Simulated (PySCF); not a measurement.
Structure problem from calculated spectra and properties.

Formula: Cl4H6P2Si.

* Rotational structure: rotational constants A, B, C: 0.759, 0.687, 0.680 GHz [PBE0-D3(BJ)/def2-SVP]
* Triplet: lowest triplet excitation (Tamm–Dancoff): 4.89 eV [TDA wB97X-D/def2-SVPD]
* 1H NMR: chemical shifts (computed TMS as zero) by class: 4.60 (6 H) ppm [GIAO PBE0/pcSseg-1]
* XPS: Si2p3/2 108.9, P2p3/2 138.4 (×2), Cl2p3/2 204.8 (×4), Si1s 1849.2, P1s 2152.0 (×2), Cl1s 2827.4 (×4) eV [ΔSCF SCAN, pcX-2 on the ionised atom, pcseg-1 elsewhere, spin-free X2C, 2p3/2 from a spin–orbit splitting computed afterwards within the 2p shell]
* UV, strongest line: among the 10 lowest singlet transitions: S2 at 5.79 eV (214 nm, f = 0.076) [TDDFT wB97X-D/def2-SVPD]
* Dipole: 0.35 D [wB97X-D/def2-SVPD]
* UV, first state: lowest singlet excitation: 5.12 eV (242 nm, f = 0.000) [TDDFT wB97X-D/def2-SVPD]

Gas-phase values; electronic properties from PySCF, density fitting. Levels stand in brackets. Geometry: PBE0-D3(BJ)/def2-SVP; no solvent, vibrations or thermal averaging. NMR classes are plain means over equivalent atoms (diastereotopic ones count apart unless rotation or inversion swaps them), as if these changed places fast.

Problem. Propose a structure and show how it fits.

Solution. All hydrogens form one class (4.60 ppm): hydrogen on phosphorus. The core levels belong to: Si2p3/2 108.9 eV, silicon bonded to 4 Cl and 2 P; P2p3/2 138.4 eV, phosphorus bonded to Si and 3 H; Cl2p3/2 204.8 eV, chlorine bonded to Si; Si1s 1849.2 eV, silicon bonded to 4 Cl and 2 P; P1s 2152.0 eV, phosphorus bonded to Si and 3 H; Cl1s 2827.4 eV, chlorine bonded to Si. One atom of each topological class was ionised and stands for its class. The optimised geometry has point group C2 and is an asymmetric top. Structure: `P->[Si](<-P)(Cl)(Cl)(Cl)Cl` (trans-Si(PH3)2Cl4). The assignments are read from this structure; whether some other isomer fits the data as well wasn't checked.
